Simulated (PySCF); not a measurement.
C4H4N2, SMILES C=C1N=CC=N1. Atoms are numbered in the order given.

```xyz
10

C      0.0000     0.0000     2.0333
C      0.0000     0.0000     0.6873
N      0.0000    -1.1765    -0.0949
C      0.0000    -0.7394    -1.3149
C      0.0000     0.7394    -1.3149
N      0.0000     1.1765    -0.0949
H      0.0000     0.9456     2.5773
H      0.0000    -0.9456     2.5773
H      0.0000    -1.4014    -2.1854
H      0.0000     1.4014    -2.1854
```

The structure is a stationary point at B3LYP-D3(BJ)/def2-SVP.

The numbers are results of B3LYP-D3(BJ)/def2-SVP in PySCF, not measurements.

Frequencies are harmonic and unscaled.

Task: Estimate the vibrational spectrum. (An estimate is asked for; the answer gives what the named calculation found.)

Result: 
```
mode  ν (cm⁻¹)  IR (km/mol)  moving atoms (share of kinetic energy)
----  --------  -----------  --------------------------------------
1          234         17.3                  C 51 %, N 28 %, H 20 %
2          373          5.1                  C 39 %, H 37 %, N 24 %
3          550          0.0                  H 53 %, C 32 %, N 15 %
4          735          0.3                  C 55 %, N 35 %, H 10 %
5          762          7.5                  C 71 %, N 19 %, H 11 %
6          773          0.0                          H 75 %, N 17 %
7          898          0.1                  C 57 %, H 27 %, N 16 %
8          905          9.8                          H 77 %, C 22 %
9          928          6.1                          N 78 %, H 18 %
10         956         41.6                  C 35 %, N 33 %, H 32 %
11         962          0.0                          H 61 %, C 38 %
12         983         17.3                   C 57 %, H 34 %, N 9 %
13         988         28.1                          H 68 %, C 31 %
14        1203         21.8                  H 52 %, C 38 %, N 10 %
15        1299          9.8                  H 45 %, C 31 %, N 24 %
16        1340         25.0                  H 53 %, C 33 %, N 14 %
17        1390         16.5                          H 82 %, C 16 %
18        1517         12.1                          C 52 %, N 43 %
19        1631          3.8                          C 58 %, N 36 %
20        1724          2.5                                  C 92 %
21        3172          0.1                                  H 95 %
22        3189          5.1                           H 91 %, C 9 %
23        3202         11.8                           H 91 %, C 9 %
24        3288          0.2                          H 89 %, C 11 %
```
